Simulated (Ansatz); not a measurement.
Consider the cleavage of the Ga–B bond: `C[B]([GaH2])[TeH]` + CH₃OH → `C[O][GaH2]` + `CB[TeH]`.

Gas-phase electronic energies from Ansatz, PBE0-D4/def2-TZVP geometries. CCSD(T)/CBS adds triple-zeta CCSD(T) − MP2 to the extrapolated MP2 energy (def2 sets, frozen cores). This one scheme is used for every species. DFT in def2-TZVPP. B3LYP here is the variant with VWN-RPA as its local correlation; programs differ in this. HSE06 is defined as in plane-wave codes. Elements past krypton have def2 core potentials. For Ga, Te outer-core shells are correlated without core-valence functions, which leaves a few kJ/mol of doubt a bond. Scalar relativity is left out up to krypton.

```csv
level,ΔE (kJ/mol),difference from CCSD(T)/CBS
LDA (SPW92),-74.5,-0.5
revPBE-D4,-69.6,4.4
BLYP-D4,-82.4,-8.4
r2SCAN-D4,-81.2,-7.2
B97M-V,-83.6,-9.6
PBE0-D4,-68.9,5.1
B3LYP-D4,-80.9,-6.9
r2SCANh-D4,-79.8,-5.8
r2SCAN0-D4,-78.2,-4.2
HSE06-D4,-68.7,5.3
BHLYP-D4,-81.2,-7.2
CAM-B3LYP-D4,-87.1,-13.1
ωB97M-V,-81.0,-7.0
B2PLYP,-87.6,-13.6
PBE-QIDH,-77.2,-3.2
PBE,-72.9,1.1
revPBE,-71.8,2.2
BLYP,-87.9,-13.9
r2SCAN,-82.0,-8.0
PBE0,-71.9,2.1
B3LYP,-86.2,-12.2
r2SCANh,-80.8,-6.8
r2SCAN0,-79.3,-5.3
BHLYP,-88.9,-14.9
CAM-B3LYP,-90.6,-16.6
LC-ωPBE,-78.5,-4.5
RPA@PBE/def2-TZVPP,-80.1,-6.1
MP2/def2-SVP,-96.2,-22.2
CCSD/def2-SVP,-93.1,-19.1
CCSD(T)/def2-SVP,-92.8,-18.8
HF/def2-TZVPP,-95.4,-21.4
MP2/def2-TZVPP,-83.3,-9.3
SCS-MP2/def2-TZVPP,-87.2,-13.2
CCSD/def2-TZVPP,-81.1,-7.1
HF/def2-QZVPP,-96.9,-22.9
MP2/def2-QZVPP,-80.3,-6.3
SCS-MP2/def2-QZVPP,-84.6,-10.6
HF/CBS(def2),-97.1,-23.1
MP2/CBS(def2),-77.2,-3.2
CCSD/CBS(def2),-75.1,-1.1
CCSD(T)/CBS,-74.0,0
```

Largest T1 diagnostic among the species: 0.015.

In def2-TZVPP, CCSD(T) changes the Hartree–Fock value by +15.3 kJ/mol (the triples alone add +1.0 kJ/mol) and MP2 by +12.1 kJ/mol. The D4 term adds +5.3 kJ/mol with B3LYP and +3.0 kJ/mol with PBE0; it sums over pairs of atoms, weighted by their polarisabilities, and B3LYP, whose exchange is more repulsive, gets the larger term. At CCSD(T), def2-SVP lies −18.8 kJ/mol from the extrapolated value and def2-TZVPP −6.1 kJ/mol.
